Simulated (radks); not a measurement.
Q: The table gives one normalised radial function P(r) = r R(r) (large component) of Ru5+ in [Kr] 4d1 5s2 (r in bohr). Method: Dirac Kohn-Sham, PBE, spin-unpolarised, spherical densities, finite nucleus; open shells fill j = l - 1/2 first; Fermi nuclear charge, rms radius 4.4809 fm; computed with a radial shooting solver on a logarithmic mesh with Libxc functionals.

r,P
0.001983,0.0036
0.002272,0.0044
0.002603,0.0054
0.003006,0.0067
0.003444,0.0082
0.003946,0.0101
0.004521,0.0125
0.005179,0.0154
0.005981,0.0194
0.006853,0.0241
0.007851,0.0298
0.008995,0.0370
0.01039,0.0464
0.0119,0.0574
0.01363,0.0707
0.01562,0.0868
0.0179,0.1061
0.02067,0.1302
0.02368,0.1568
0.02713,0.1870
0.03108,0.2207
0.0359,0.2591
0.04113,0.2965
0.04712,0.3328
0.05398,0.3648
0.06185,0.3882
0.07142,0.3978
0.08183,0.3866
0.09375,0.3496
0.1074,0.2822
0.124,0.1751
0.1421,0.0421
0.1628,-0.1142
0.1865,-0.2799
0.2137,-0.4347
0.2468,-0.5594
0.2828,-0.6130
0.324,-0.5828
0.3712,-0.4579
0.4286,-0.2267
0.4911,0.0628
0.5626,0.3844
0.6446,0.6924
0.7385,0.9410
0.8529,1.0986
0.9771,1.1270
1.119,1.0434
1.283,0.8762
1.481,0.6550
1.697,0.4488
1.944,0.2764
2.228,0.1514
2.552,0.0726
2.947,0.0283
3.377,0.0097
3.869,0.0028
4.432,0.0006
5.119,0.0001
5.864,0.0000
6.719,0.0000

Which n and l does it have? It may be an empty orbital.

A: n = 4, l = 1: the number of nodes gives n - l - 1 = 2, the rise at small r points to l (for j = l - 1/2 the large component starts outside the nucleus as r^gamma with gamma = sqrt(l^2 - (Z/c)^2) = 0.95 and the r^(l+1) term takes over further out; the orbital of l - 1 with the same j starts with the same power, but with a larger coefficient, and does not steepen), and the extent must fit the shell. The curve is that of 4p1/2; the two j differ most near the nucleus, where j = l - 1/2 has the larger amplitude, and in heavy atoms j = l - 1/2 is also the more compact. 4p1/2: eigenvalue -126.12 eV, 2 radial nodes at r = 0.148, 0.478 bohr, <r> = 1.04 bohr, 90 % of the charge inside 1.52 bohr.
